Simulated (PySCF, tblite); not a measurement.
Isomers of C6H9FO3. Level: GFN2-xTB in tblite, geometry and Hessian alike; calculated harmonic values, unscaled, isolated species. Errors from tens to a few hundred cm⁻¹ against measured bands are possible. One conformer each.

Electronic energies: PBE0/pcSseg-1 single points on the GFN2-xTB geometries (PySCF, gas phase).

```json
{"SMILES": "CO/C(C)=C(\\OC)C(=O)F", "electronic energy, lowest = 0 (kJ/mol)": "10.0"}
{"SMILES": "O=C[C@@H]1CCO[C@H](CF)O1", "electronic energy, lowest = 0 (kJ/mol)": "0.0"}
{"SMILES": "O=C[C@@H]1CCOC[C@H](F)O1", "electronic energy, lowest = 0 (kJ/mol)": "11.6"}
```

Q: How do GFN2-xTB zero-point energies change the relative energies?

A: 
```json
{"SMILES": "O=C[C@@H]1CCO[C@H](CF)O1", "ZPE (kJ/mol)": "382.3", "of it from modes above 1550 cm⁻¹": "167.6", "electronic (kJ/mol)": "0.0", "with ZPE, lowest = 0 (kJ/mol)": "0.0", "lowest mode (cm⁻¹)": "40", "rings": "1"}
{"SMILES": "CO/C(C)=C(\\OC)C(=O)F", "ZPE (kJ/mol)": "374.7", "of it from modes above 1550 cm⁻¹": "181.5", "electronic (kJ/mol)": "10.0", "with ZPE, lowest = 0 (kJ/mol)": "2.4", "lowest mode (cm⁻¹)": "46", "rings": "0"}
{"SMILES": "O=C[C@@H]1CCOC[C@H](F)O1", "ZPE (kJ/mol)": "384.3", "of it from modes above 1550 cm⁻¹": "168.5", "electronic (kJ/mol)": "11.6", "with ZPE, lowest = 0 (kJ/mol)": "13.7", "lowest mode (cm⁻¹)": "38", "rings": "1"}
```

The zero-point energies span 9.6 kJ/mol, from `CO/C(C)=C(\OC)C(=O)F` to `O=C[C@@H]1CCOC[C@H](F)O1`. The order is unchanged.

Q: And how do the electronic energies of GFN2-xTB itself compare?

A: `O=C[C@@H]1CCO[C@H](CF)O1` 0.0; `CO/C(C)=C(\OC)C(=O)F` 25.4; `O=C[C@@H]1CCOC[C@H](F)O1` 16.0 kJ/mol, lowest = 0. Against the energies above, taken from the same isomer `O=C[C@@H]1CCO[C@H](CF)O1`, the largest difference is 15.4 kJ/mol.

Q: What do entropy and thermal enthalpy add at 298.15 K and 1 bar (rigid rotor, harmonic oscillator, one conformer each)?

A: 
```csv
SMILES,point group,symmetry number,S (J/(mol K)),H − H(0) (kJ/mol),ZPE + H − H(0) − TS (kJ/mol)
O=C[C@@H]1CCO[C@H](CF)O1,C1,1,416.6,28.28,286.3
CO/C(C)=C(\OC)C(=O)F,C1,1,449.8,33.55,274.1
O=C[C@@H]1CCOC[C@H](F)O1,C1,1,403.9,27.29,291.2
```
